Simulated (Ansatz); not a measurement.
Geometry optimisation of CH₇NOSn, SMILES `C[NH][SnH2][OH]`.

```yaml
crystal:
  periodic: [false, false, false]
  atoms:
    - {symbol: C, position_ang: [-1.191020, 1.157033, -0.351224]}
    - {symbol: N, position_ang: [-0.490116, 0.482147, 0.730450]}
    - {symbol: Sn, position_ang: [1.268899, -0.523050, 0.391151]}
    - {symbol: O, position_ang: [1.128125, -1.986381, -1.003716]}
    - {symbol: H, position_ang: [-1.772264, 0.493971, -1.038132]}
    - {symbol: H, position_ang: [-1.900200, 1.915562, 0.051195]}
    - {symbol: H, position_ang: [-0.464859, 1.711541, -0.983294]}
    - {symbol: H, position_ang: [-1.129831, -0.009925, 1.363936]}
    - {symbol: H, position_ang: [1.735492, -1.177407, 1.924888]}
    - {symbol: H, position_ang: [2.344244, 0.575343, -0.377578]}
    - {symbol: H, position_ang: [0.536931, -2.695932, -0.687076]}
basis:
  gaussian: {orbitals: def2-TZVP}
hamiltonian: {xc: pbe0, dispersion: d4}
relax: {f_tol: 0.005, max_steps: 150}
```

```sh
$ ansatz run in.yaml --threads 4 --pin off --events-out ev --progress --plain --max-ram 10444MiB
```

It prints (some lines left out):

```
Functional definition: PBE0
mean field -10516.25054461 eV, -386.4650793438 hartree, gradient 3.6e-5 eV, S^2 0.000000; 0 other end points of the search recorded, 0 dependent functions left out
relax step   1: F+E_penalty+E_count = -10516.41894508 eV  Δ(F+E_penalty+E_count) = +0.000e0 eV  max|allowed force component| = 9.563e-1 eV/Å  Δτ_max = 0.0000 Å  (28 SCF iters, accepted)
mean field -10516.32087558 eV, -386.4676639592 hartree, gradient 9.1e-6 eV, S^2 0.000000; 0 other end points of the search recorded, 0 dependent functions left out
relax step   2: F+E_penalty+E_count = -10516.49233381 eV  Δ(F+E_penalty+E_count) = -7.339e-2 eV  max|allowed force component| = 2.305e-1 eV/Å  Δτ_max = 0.0839 Å  (32 SCF iters, accepted)
mean field -10516.33014086 eV, -386.4680044519 hartree, gradient 8.5e-6 eV, S^2 0.000000; 0 other end points of the search recorded, 0 dependent functions left out
relax step   3: F+E_penalty+E_count = -10516.50150190 eV  Δ(F+E_penalty+E_count) = -9.168e-3 eV  max|allowed force component| = 5.725e-2 eV/Å  Δτ_max = 0.0294 Å  (32 SCF iters, accepted)
mean field -10516.33076202 eV, -386.4680272793 hartree, gradient 8.6e-6 eV, S^2 0.000000; 0 other end points of the search recorded, 0 dependent functions left out
relax step   4: F+E_penalty+E_count = -10516.50214831 eV  Δ(F+E_penalty+E_count) = -6.464e-4 eV  max|allowed force component| = 1.271e-2 eV/Å  Δτ_max = 0.0153 Å  (33 SCF iters, accepted)
mean field -10516.33087001 eV, -386.4680312478 hartree, gradient 8.5e-6 eV, S^2 0.000000; 0 other end points of the search recorded, 0 dependent functions left out
relax step   5: F+E_penalty+E_count = -10516.50229221 eV  Δ(F+E_penalty+E_count) = -1.439e-4 eV  max|allowed force component| = 5.950e-3 eV/Å  Δτ_max = 0.0129 Å  (33 SCF iters, accepted)
mean field -10516.33087212 eV, -386.4680313255 hartree, gradient 8.5e-6 eV, S^2 0.000000; 0 other end points of the search recorded, 0 dependent functions left out
relax step   6: F+E_penalty+E_count = -10516.50233409 eV  Δ(F+E_penalty+E_count) = -4.188e-5 eV  max|allowed force component| = 6.199e-3 eV/Å  Δτ_max = 0.0075 Å  (33 SCF iters, accepted)
mean field -10516.33086828 eV, -386.4680311844 hartree, gradient 8.5e-6 eV, S^2 0.000000; 0 other end points of the search recorded, 0 dependent functions left out
relax step   7: F+E_penalty+E_count = -10516.50236586 eV  Δ(F+E_penalty+E_count) = -3.177e-5 eV  max|allowed force component| = 4.263e-3 eV/Å  Δτ_max = 0.0071 Å  (33 SCF iters, accepted)
mean field -10516.33082421 eV, -386.4680295648 hartree, gradient 8.5e-6 eV, S^2 0.000000; 0 other end points of the search recorded, 0 dependent functions left out
relax step   8: F+E_penalty+E_count = -10516.50237986 eV  Δ(F+E_penalty+E_count) = -1.400e-5 eV  max|allowed force component| = 3.248e-3 eV/Å  Δτ_max = 0.0103 Å  (33 SCF iters, accepted)
mean field -10516.33082421 eV, -386.4680295648 hartree, gradient 8.5e-6 eV, S^2 0.000000; 1 other end points of the search recorded, 0 dependent functions left out
Total energy: -10516.50241968 eV, -386.4743355819 hartree
Atom 0 at    -1.176017     1.133616    -0.360491 Å, force    -0.003248     0.000815    -0.001131 eV/Å
Atom 1 at    -0.468323     0.481509     0.725034 Å, force    -0.002087     0.002857     0.000343 eV/Å
Atom 2 at     1.257553    -0.496942     0.393321 Å, force    -0.001945    -0.000693     0.000717 eV/Å
Atom 3 at     1.054152    -1.913167    -0.970674 Å, force     0.000513    -0.000674     0.000295 eV/Å
Atom 4 at    -1.711303     0.449952    -1.032968 Å, force     0.001632     0.001599     0.001899 eV/Å
Atom 5 at    -1.901095     1.853470     0.033794 Å, force     0.002246    -0.001434    -0.000682 eV/Å
Atom 6 at    -0.469860     1.701630    -0.972912 Å, force    -0.001576    -0.001467     0.000771 eV/Å
Atom 7 at    -1.098208     0.016239     1.362558 Å, force    -0.000863    -0.000382    -0.001443 eV/Å
Atom 8 at     1.719771    -1.202247     1.876926 Å, force     0.002195    -0.001363     0.000575 eV/Å
Atom 9 at     2.344724     0.569655    -0.354502 Å, force     0.001715    -0.001739    -0.001235 eV/Å
Atom 10 at     0.514008    -2.650815    -0.679485 Å, force     0.001420     0.002483    -0.000110 eV/Å
Dipole moment:    -0.241456    -0.039728     0.299288 e Å
```

Run time 25 s (4 threads of an Arm Neoverse V1 on a shared host); peak host memory 0.45 GiB.
